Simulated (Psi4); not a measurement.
ClGa, singlet, geometry from GFN2-xTB (such geometries of metal compounds can be far from the true shape); SVWN/6-31G (Psi4).

Psi4 was given this input:
```
memory 2 GB

molecule {
0 1
  Ga   -0.00000000   -0.00000000   -0.76826451
  Cl    0.00000000    0.00000000    1.40095293
}

set basis 6-31g
set cholesky_tolerance 1e-6
set scf_type cd

energy('svwn')
print_variables()
```

The log (banner, timings and long lists left out):

```
   => Loading Basis Set <=

    Name: 6-31G
    Role: ORBITAL
    Keyword: BASIS

         ---------------------------------------------------------
                                   SCF
               by Justin Turney, Rob Parrish, Andy Simmonett
                          and Daniel G. A. Smith
                              RKS Reference
         ---------------------------------------------------------

  ==> Geometry <==

    Molecular point group: c2v
    Full point group: C_inf_v

    Geometry (in Angstrom), charge = 0, multiplicity = 1:

       Center              X                  Y                   Z               Mass
    ------------   -----------------  -----------------  -----------------  -----------------
         GA           0.000000000000     0.000000000000    -0.730116598957    68.925573500000
         CL           0.000000000000     0.000000000000     1.439100841043    34.968852682000

  Running in c2v symmetry.

  Rotational constants: A = ************  B =      0.15443  C =      0.15443 [cm^-1]
  Rotational constants: A = ************  B =   4629.57902  C =   4629.57902 [MHz]
  Nuclear repulsion =  128.560827919164240

  Charge       = 0
  Multiplicity = 1
  Electrons    = 48
  Nalpha       = 24
  Nbeta        = 24

  ==> Algorithm <==

  SCF Algorithm Type is CD.
  DIIS enabled.
  MOM disabled.
  Fractional occupation disabled.
  Guess Type is SAD.
  Energy threshold   = 1.00e-06
  Density threshold  = 1.00e-06
  Integral threshold = 1.00e-12

  ==> Primary Basis <==

  Basis Set: 6-31G
    Blend: 6-31G
    Number of shells: 18
    Number of basis functions: 42
    Number of Cartesian functions: 42
    Spherical Harmonics?: false
    Max angular momentum: 2

  ==> DFT Potential <==

   => LibXC <=

    Version 7.1.2
    S. Lehtola, C. Steigemann, M. J. T. Oliveira, and M. A. L. Marques,  SoftwareX 7, 1–5 (2018) (10.1016/j.softx.2017.11.002)

   => Composite Functional: SVWN <=

    Slater exchange
    Vosko, Wilk & Nusair (VWN5_RPA)
    P. A. M. Dirac,  Math. Proc. Cambridge Philos. Soc. 26, 376 (1930) (10.1017/S0305004100016108)
    F. Bloch,  Z. Phys. 57, 545 (1929) (10.1007/BF01340281)
    S. H. Vosko, L. Wilk, and M. Nusair,  Can. J. Phys. 58, 1200 (1980) (10.1139/p80-159)

    Deriv               =              1
    GGA                 =          FALSE
    Meta                =          FALSE

    Exchange Hybrid     =          FALSE
    MP2 Hybrid          =          FALSE

   => Exchange Functionals <=

    1.0000         XC_LDA_X

   => Correlation Functionals <=

    1.0000   XC_LDA_C_VWN_RPA

   => LibXC Density Thresholds  <==

    XC_LDA_C_VWN_RPA:  1.00E-15
    XC_LDA_X:  1.00E-15

   => Molecular Quadrature <=

    Radial Scheme          =       TREUTLER
    Pruning Scheme         =           NONE
    Nuclear Scheme         =       TREUTLER

    Blocking Scheme        =         OCTREE
    BS radius alpha        =              1
    Pruning alpha          =              1
    Radial Points          =             75
    Spherical Points       =            302
    Total Points           =          43019
    Total Blocks           =            408
    Max Points             =            256
    Max Functions          =             41
    Weights Tolerance      =       1.00E-15

  ==> Integral Setup <==

  ==> CDJK: Cholesky-decomposed J/K Matrices <==

    J tasked:                     Yes
    K tasked:                      No
    wK tasked:                     No
    Integrals threads:              1
    Algorithm:                   Core
    Integral Cache:              NONE
    Schwarz Cutoff:             1E-12
    Cholesky tolerance:      1.00E-06
    No. Cholesky vectors:         252

  Minimum eigenvalue in the overlap matrix is 7.9371334630E-04.
  Reciprocal condition number of the overlap matrix is 1.9252187154E-04.
    Using symmetric orthogonalization.

  ==> Pre-Iterations <==

  SCF Guess: Superposition of Atomic Densities via on-the-fly atomic UHF (no occupation information).

   -------------------------
    Irrep   Nso     Nmo
   -------------------------
     A1        22      22
     A2         2       2
     B1         9       9
     B2         9       9
   -------------------------
    Total      42      42
   -------------------------

  ==> Iterations <==

                        Total Energy        Delta E     RMS |[F,P]|

   @RKS iter SAD: -2377.96262395010353   -2.37796e+03   0.00000e+00
    Occupation by irrep:
             A1    A2    B1    B2
    DOCC [    13,    0,    5,    6 ]
    NA   [    13,    0,    5,    6 ]
    NB   [    13,    0,    5,    6 ]

   @RKS iter   1: -2379.12796655045486   -1.16534e+00   1.26128e-01 ADIIS
    Occupation by irrep:
             A1    A2    B1    B2
    DOCC [    13,    1,    5,    5 ]
    NA   [    13,    1,    5,    5 ]
    NB   [    13,    1,    5,    5 ]

   @RKS iter   2: -2332.77626140445636    4.63517e+01   2.32835e-01 ADIIS
   @RKS iter   3: -2380.17426637296285   -4.73980e+01   1.04197e-01 ADIIS
   @RKS iter   4: -2381.12805417634127   -9.53788e-01   2.69002e-02 DIIS/ADIIS
   @RKS iter   5: -2381.17707458913992   -4.90204e-02   1.23791e-02 DIIS/ADIIS
   @RKS iter   6: -2381.21943913672976   -4.23645e-02   2.17515e-03 DIIS/ADIIS
   @RKS iter   7: -2381.22121212984348   -1.77299e-03   1.58673e-04 DIIS/ADIIS
   @RKS iter   8: -2381.22122904032494   -1.69105e-05   3.26829e-05 DIIS
   @RKS iter   9: -2381.22122967126506   -6.30940e-07   3.11014e-06 DIIS
   @RKS iter  10: -2381.22122967547330   -4.20823e-09   3.31863e-07 DIIS
  Energy and wave function converged.

  ==> Post-Iterations <==

   Electrons on quadrature grid:
      Ntotal   =   47.9999978958 ; deviation = -2.104e-06

    Orbital Energies [Eh]
    ---------------------

    Doubly Occupied:

[...]
    Virtual:

[...]
    Final Occupation by Irrep:
             A1    A2    B1    B2
    DOCC [    13,    1,    5,    5 ]
    NA   [    13,    1,    5,    5 ]
    NB   [    13,    1,    5,    5 ]

  @RKS Final Energy: -2381.22122967547330

   => Energetics <=

    Nuclear Repulsion Energy =            128.5608279191642396
    One-Electron Energy =               -3576.6886471348734631
    Two-Electron Energy =                1166.7529135459305962
    DFT Exchange-Correlation Energy =     -99.8463240056943420
    Empirical Dispersion Energy =           0.0000000000000000
    VV10 Nonlocal Energy =                  0.0000000000000000
    Total Energy =                      -2381.2212296754732961

Computation Completed

Properties will be evaluated at   0.000000,   0.000000,   0.000000 [a0]

Properties computed using the SCF density matrix

 Multipole Moments:

 ------------------------------------------------------------------------------------
     Multipole            Electronic (a.u.)      Nuclear  (a.u.)        Total (a.u.)
 ------------------------------------------------------------------------------------

 L = 1.  Multiply by 2.5417464519 to convert [e a0] to [Debye]
 Dipole X            :          0.0000000            0.0000000            0.0000000
 Dipole Y            :          0.0000000            0.0000000            0.0000000
 Dipole Z            :         -4.3997409            3.4602770           -0.9394640
 Magnitude           :                                                    0.9394640

 ------------------------------------------------------------------------------------

  Variable Map:
  ----------------------------------------------------------------------------
[...]
  Array Variable Map:
  ----------------------------------------------------------------------------
[...]
[...]
```
